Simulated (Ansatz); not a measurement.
```yaml
crystal:
  periodic: [false, false, false]
  atoms:
    - {symbol: As, position_ang: [0.560685, 0.051801, -2.278900]}
    - {symbol: S, position_ang: [1.702875, -1.531988, -1.136596]}
    - {symbol: As, position_ang: [1.244331, -1.675861, 1.074034]}
    - {symbol: S, position_ang: [1.632240, 0.381572, 1.930997]}
    - {symbol: As, position_ang: [0.485877, 2.080292, 0.972841]}
    - {symbol: S, position_ang: [0.987309, 2.011407, -1.232080]}
    - {symbol: S, position_ang: [-1.702840, 1.532046, 1.136610]}
    - {symbol: As, position_ang: [-2.290910, -0.456341, 0.231973]}
    - {symbol: S, position_ang: [-1.632262, -0.381537, -1.930996]}
    - {symbol: S, position_ang: [-0.987316, -2.011401, 1.232105]}
basis:
  gaussian: {orbitals: def2-TZVP}
magnetization: {spin_polarized: true, initial_magnetization: 2}
hamiltonian: {xc: pbe0, dispersion: d4}
scf: {omitted_lower_state_checks: [starts]}
output: {orbitals: {seedname: orbitals}}
```

```sh
$ ansatz run in.yaml --threads 4 --pin off --events-out ev --progress --plain --max-ram 6963MiB
```

(1) Does this run fit into the memory that it is given?

Answers

(1) No. It has 414 basis functions, and Ansatz plans for 8 GiB where 7 GiB are given.
